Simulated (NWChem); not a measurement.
Program: NWChem. System: Cl2Mg, charge 0, spin multiplicity 1, at a geometry optimised with B3LYP/def2-SVP. The structure started from a generated list of species. Level: MP2/def2-TZVP, 15 core orbitals frozen.

Job file:

```
start mol
memory heap 200 mb stack 900 mb global 1100 mb
geometry units angstroms nocenter noautoz
  Mg     0.000000     0.000000     0.000000
  Cl     0.000000     0.000000    -2.194766
  Cl     0.000000     0.000000     2.194766
  symmetry group D2h
end
basis spherical
  * library def2-tzvp
end
scf
  rhf
  nopen 0
  maxiter 100
  thresh 1e-7
  semidirect memsize 60000000 filesize 0
end
mp2
  freeze core 15
end
task mp2 energy
```

Part of the output:

```
             Northwest Computational Chemistry Package (NWChem) 7.3.0
             --------------------------------------------------------

                                NWChem Input Module
                                -------------------

 Scaling coordinates for geometry "geometry" by  1.889725989
 (inverse scale =  0.529177249)

 Turning off AUTOSYM since
 SYMMETRY directive was detected!

                             Geometry "geometry" -> ""
                             -------------------------

 Output coordinates in angstroms (scale by  1.889725989 to convert to a.u.)

  No.       Tag          Charge          X              Y              Z
 ---- ---------------- ---------- -------------- -------------- --------------
    1 Mg                  12.0000     0.00000000     0.00000000     0.00000000
    2 Cl                  17.0000     0.00000000     0.00000000    -2.19476600
    3 Cl                  17.0000     0.00000000     0.00000000     2.19476600

 Effective nuclear repulsion energy (a.u.)     133.2125748587

            Nuclear Dipole moment (a.u.)
            ----------------------------
        X                 Y               Z
 ---------------- ---------------- ----------------
     0.0000000000     0.0000000000     0.0000000000

      Symmetry information
      --------------------

 Group name             D2h
 Group number             26
 Group order               8
 No. of unique centers     2

      Symmetry unique atoms

     1    2


 Summary of "ao basis" -> "" (spherical)
 ------------------------------------------------------------------------------
       Tag                 Description            Shells   Functions and Types
 ---------------- ------------------------------  ------  ---------------------
 *                         def2-tzvp                  on all atoms

 Summary of "ao basis" -> "ao basis" (spherical)
 ------------------------------------------------------------------------------
       Tag                 Description            Shells   Functions and Types
 ---------------- ------------------------------  ------  ---------------------
 Mg                        def2-tzvp                12       32   5s4p3d
 Cl                        def2-tzvp                13       37   5s5p2d1f

                                 NWChem SCF Module
                                 -----------------

  ao basis        = "ao basis"
  functions       =   106
  atoms           =     3
  closed shells   =    23
  open shells     =     0
  charge          =   0.00
  wavefunction    = RHF
  use symmetry    = T
  symmetry adapt  = T

 Summary of "ao basis" -> "ao basis" (spherical)
 ------------------------------------------------------------------------------
       Tag                 Description            Shells   Functions and Types
 ---------------- ------------------------------  ------  ---------------------
 Mg                        def2-tzvp                12       32   5s4p3d
 Cl                        def2-tzvp                13       37   5s5p2d1f

      Symmetry analysis of basis
      --------------------------

        ag         27
        au          3
        b1g         6
        b1u        20
        b2g        12
        b2u        13
        b3g        12
        b3u        13

 Forming initial guess at       0.1s

      Superposition of Atomic Density Guess
      -------------------------------------

 Sum of atomic energies:       -1118.56200839

      Non-variational initial energy
      ------------------------------

 Total energy =   -1118.763805
 1-e energy   =   -1814.904758
 2-e energy   =     562.928379
 HOMO         =      -0.457057
 LUMO         =      -0.083378

      Symmetry analysis of molecular orbitals - initial
      -------------------------------------------------

 !! scf_movecs_sym_adapt:   68 vectors were symmetry contaminated

  Symmetry fudging

 !! scf_movecs_sym_adapt:   66 vectors were symmetry contaminated

  Numbering of irreducible representations:

     1 ag          2 au          3 b1g         4 b1u         5 b2g
     6 b2u         7 b3g         8 b3u

  Orbital symmetries:

     1 ag          2 b1u         3 ag          4 ag          5 b1u
     6 ag          7 b1u         8 b2u         9 b3u        10 b2g
    11 b3g        12 ag         13 b1u        14 b3u        15 b2u
    16 ag         17 b1u        18 ag         19 b1u        20 b2u
    21 b3u        22 b2g        23 b3g        24 ag         25 b2u
    26 b3u        27 b1u        28 ag         29 ag         30 b1g
    31 b2g        32 b3g        33 ag

 Starting SCF solution at       0.8s

 ----------------------------------------------
         Quadratically convergent ROHF

 Convergence threshold     :          1.000E-07
 Maximum no. of iterations :          100
 Final Fock-matrix accuracy:          1.000E-09
 ----------------------------------------------

              iter       energy          gnorm     gmax       time
             ----- ------------------- --------- --------- --------
                 1    -1118.7594145783  6.40D-01  2.57D-01      0.8
                 2    -1118.7968502202  1.77D-01  6.41D-02      0.8
                 3    -1118.7998171838  1.12D-02  5.35D-03      0.9
                 4    -1118.7998432230  6.41D-05  3.02D-05      1.0
                 5    -1118.7998432237  8.81D-09  2.84D-09      1.1

       Final RHF  results
       ------------------

         Total SCF energy =  -1118.799843223658
      One-electron energy =  -1816.851769751834
      Two-electron energy =    564.839351669475
 Nuclear repulsion energy =    133.212574858702

        Time for solution =      0.4s

       Symmetry analysis of molecular orbitals - final
       -----------------------------------------------

  Numbering of irreducible representations:

     1 ag          2 au          3 b1g         4 b1u         5 b2g
     6 b2u         7 b3g         8 b3u

  Orbital symmetries:

     1 ag          2 b1u         3 ag          4 b1u         5 ag
     6 ag          7 b1u         8 b3g         9 b2g        10 b2u
    11 b3u        12 ag         13 b2u        14 b3u        15 b1u
    16 ag         17 b1u        18 ag         19 b1u        20 b3u
    21 b2u        22 b2g        23 b3g        24 ag         25 b3u
    26 b2u        27 ag         28 b1g        29 b1u        30 ag
    31 b2g        32 b3g        33 ag

             Final eigenvalues
             -----------------

              1
    1 -104.8022
    2 -104.8022
    3  -49.1047
    4  -10.5311
    5  -10.5311
    6   -7.9975
    7   -7.9975
    8   -7.9970
    9   -7.9970
   10   -7.9970
   11   -7.9970
   12   -3.8442
   13   -2.3651
   14   -2.3651
   15   -2.3643
   16   -1.0521
   17   -1.0482
   18   -0.5066
   19   -0.4796
   20   -0.4537
   21   -0.4537
   22   -0.4499
   23   -0.4499
   24    0.0166
   25    0.0691
   26    0.0691
   27    0.1632
   28    0.1632
   29    0.1686
   30    0.1817
   31    0.2523
   32    0.2523
   33    0.2873

                       ROHF Final Molecular Orbital Analysis
                       -------------------------------------

 Vector   21  Occ=2.000000D+00  E=-4.536969D-01  Symmetry=b2u
              MO Center=  6.3D-31, -4.8D-17, -2.2D-17, r^2= 5.7D+00
   Bfn.  Coefficient  Atom+Function         Bfn.  Coefficient  Atom+Function
  ----- ------------  ---------------      ----- ------------  ---------------
    48      0.369441  2 Cl py                85      0.369441  3 Cl py
    51      0.259611  2 Cl py                88      0.259611  3 Cl py
    45      0.169088  2 Cl py                82      0.169088  3 Cl py

 Vector   22  Occ=2.000000D+00  E=-4.498749D-01  Symmetry=b2g
              MO Center= -3.0D-18,  1.5D-32,  5.3D-17, r^2= 5.8D+00
   Bfn.  Coefficient  Atom+Function         Bfn.  Coefficient  Atom+Function
  ----- ------------  ---------------      ----- ------------  ---------------
    47      0.376627  2 Cl px                84     -0.376627  3 Cl px
    50      0.248672  2 Cl px                87     -0.248672  3 Cl px
    44      0.170877  2 Cl px                81     -0.170877  3 Cl px

 Vector   23  Occ=2.000000D+00  E=-4.498749D-01  Symmetry=b3g
              MO Center=  4.8D-33,  2.5D-17, -1.4D-16, r^2= 5.8D+00
   Bfn.  Coefficient  Atom+Function         Bfn.  Coefficient  Atom+Function
  ----- ------------  ---------------      ----- ------------  ---------------
    48      0.376627  2 Cl py                85     -0.376627  3 Cl py
    51      0.248672  2 Cl py                88     -0.248672  3 Cl py
    45      0.170877  2 Cl py                82     -0.170877  3 Cl py

 Vector   24  Occ=0.000000D+00  E= 1.657291D-02  Symmetry=ag
              MO Center=  9.7D-15,  1.1D-15, -2.2D-15, r^2= 6.5D+00
   Bfn.  Coefficient  Atom+Function         Bfn.  Coefficient  Atom+Function
  ----- ------------  ---------------      ----- ------------  ---------------
     5      1.067069  1 Mg s                 30     -0.188160  1 Mg d  0
    37     -0.175605  2 Cl s                 74     -0.175605  3 Cl s

 Vector   25  Occ=0.000000D+00  E= 6.906134D-02  Symmetry=b3u
              MO Center= -6.1D-15,  1.1D-31, -2.5D-17, r^2= 6.4D+00
   Bfn.  Coefficient  Atom+Function         Bfn.  Coefficient  Atom+Function
  ----- ------------  ---------------      ----- ------------  ---------------
    15      1.070006  1 Mg px                50     -0.269730  2 Cl px
    87     -0.269730  3 Cl px

 Vector   26  Occ=0.000000D+00  E= 6.906134D-02  Symmetry=b2u
              MO Center= -3.8D-32, -1.6D-15,  9.8D-18, r^2= 6.4D+00
   Bfn.  Coefficient  Atom+Function         Bfn.  Coefficient  Atom+Function
  ----- ------------  ---------------      ----- ------------  ---------------
    16      1.070006  1 Mg py                51     -0.269730  2 Cl py
    88     -0.269730  3 Cl py

 center of mass
 --------------
 x =   0.00000000 y =   0.00000000 z =   0.00000000

 moments of inertia (a.u.)
 ------------------
        1203.054951384304           0.000000000000           0.000000000000
           0.000000000000        1203.054951384304           0.000000000000
           0.000000000000           0.000000000000           0.000000000000

  Mulliken analysis of the total density
  --------------------------------------

    Atom       Charge   Shell Charges
 -----------   ------   -------------------------------------------------------
    1 Mg  12    10.98   2.00  0.71  1.29  0.37 -0.02  5.13  0.87  0.28  0.10  0.00  0.12  0.13
    2 Cl  17    17.51   2.01  0.45  1.52  1.07  0.90  4.18  1.69  1.07  2.89  1.72  0.00  0.01  0.00
    3 Cl  17    17.51   2.01  0.45  1.52  1.07  0.90  4.18  1.69  1.07  2.89  1.72  0.00  0.01  0.00

       Multipole analysis of the density wrt the origin
       ------------------------------------------------

     L   x y z        total         open         nuclear
     -   - - -        -----         ----         -------
     0   0 0 0     -0.000000      0.000000     46.000000

     1   1 0 0     -0.000000      0.000000      0.000000
     1   0 1 0      0.000000      0.000000      0.000000
     1   0 0 1     -0.000000      0.000000      0.000000

     2   2 0 0    -24.858956      0.000000      0.000000
     2   1 1 0     -0.000000      0.000000      0.000000
     2   1 0 1      0.000000      0.000000      0.000000
     2   0 2 0    -24.858956      0.000000      0.000000
     2   0 1 1      0.000000      0.000000      0.000000
     2   0 0 2    -39.302419      0.000000    584.861503

                   NWChem MP2 Semi-direct Energy/Gradient Module
                   ---------------------------------------------

  Basis functions       =    106
  Molecular orbitals    =    106
  Frozen core           =     15
  Frozen virtuals       =      0
  Active alpha occupied =      8
  Active beta occupied  =      8
  Active alpha virtual  =     83
  Active beta virtual   =     83
  Use MO symmetry       = T
  Use skeleton AO sym   = T

  AO/Fock/Back tols     =   1.0D-09  1.0D-09  1.0D-09

 GA uses MA = F    GA memory limited = T

 Available:
  local mem=  1.26D+08
 global mem=  1.44D+08
 local disk=  0.00D+00
  mp2_memr nvloc                    83
  nvloc new                    83
   1 passes of   8:        4194304                      56108                  11478866.
   1 passes of   8: M    126151658           G      144156728           F     121957354.

 Semi-direct pass number   1 of   1  for RHF alpha+beta  at        1.3s
  vrange nnbf                  5076
  mp2_eaftype                    43  avail_ma_in_mb                  1099
 EAF : mp2_eaftype filesize          43    5739433.
  mp2_eaf for mointskh                     43
Node 0 wrote     27.0 Mb in      0.0 s     Agg I/O rate:  1392.9 Mb/s
 Done moints_semi at        4.0s
  mp2_eaftype                    43  avail_ma_in_mb                  1056
 EAF : mp2_eaftype filesize          43    5739433.
  mp2_eaf for kh                    43
 Done maket at        4.1s
 Done multipass loop at        4.1s

          -------------------------------------------
          SCF energy               -1118.799843223658
          Correlation energy          -0.398833179527
          Singlet pairs               -0.247749278343
          Triplet pairs               -0.151083901183
          Total MP2 energy         -1119.198676403184
          -------------------------------------------

          ---------------------------------------------------
                    Spin Component Scaled (SCS) MP2
          Same spin pairs                     -0.100722600789
          Same spin scaling factor             0.333333333333
          Opposite spin pairs                 -0.298110578738
          Opposite spin scaling fact.          1.200000000000
          SCS-MP2 correlation energy          -0.391306894748
          Total SCS-MP2 energy             -1119.191150118406
          ---------------------------------------------------

 -----------------------
 Performance information
 -----------------------

 Timer overhead =  1.86D-07 seconds/call

               Nr. of calls         CPU time (s)                 Wall time (s)                GFlops
             ---------------    -------------------     ------------------------------   -------------------
Name         Min   Avg   Max    Min     Avg     Max     Min     Avg     Max   Mx/calls   Min     Max     Sum
mp2: moin     1     1     1    2.8     2.8     2.8      2.8     2.8     2.8     2.8      0.0     0.0     0.0
mp2: make     1     1     1   0.13    0.13    0.13     0.13    0.13    0.13    0.13      0.0     0.0     0.0
mp2: tota     1     1     1    2.9     2.9     2.9      2.9     2.9     2.9     2.9      0.0     0.0     0.0

 The average no. of pstat calls per process was 3.00D+00
 with a timing overhead of 5.57D-07s

 Task  times  cpu:        4.1s     wall:        4.1s

 Total times  cpu:        4.1s     wall:        4.1s
```
